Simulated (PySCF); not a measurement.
Working out the excitation energy of He

He 1s2 (1S) → He 1s1 2s1 (3S). Computed with PySCF 2.14 in aug-cc-pVQZ-DK (5s4p3d2f, 46 functions), with scalar relativity by spin-free X2C-1e. Frozen: nothing. Energies in hartree (1 hartree = 27.21139 eV):

```
            part  He (lower)  He (upper)
             UHF   -2.861623   -2.171295
CCSD correlation   -0.041023   -0.001038
             (T)    0.000000    0.000000
```

Question: What does Hartree-Fock give?

Answer: (-2.171295) − (-2.861623) = 0.690328 hartree = 18.785 eV.

Question: What do CCSD and CCSD(T) give?

Answer: The CCSD correlation energies differ by 0.039985 hartree = 1.088 eV and the triples by 0.000000 hartree = 0.000 eV, so CCSD gives 19.873 eV and CCSD(T) 19.873 eV.

Measured between the centres of the two terms (NIST): 19.820 eV, so CCSD(T) (valence) is off by 0.053 eV.

What remains against the reference includes basis incompleteness and higher excitations.
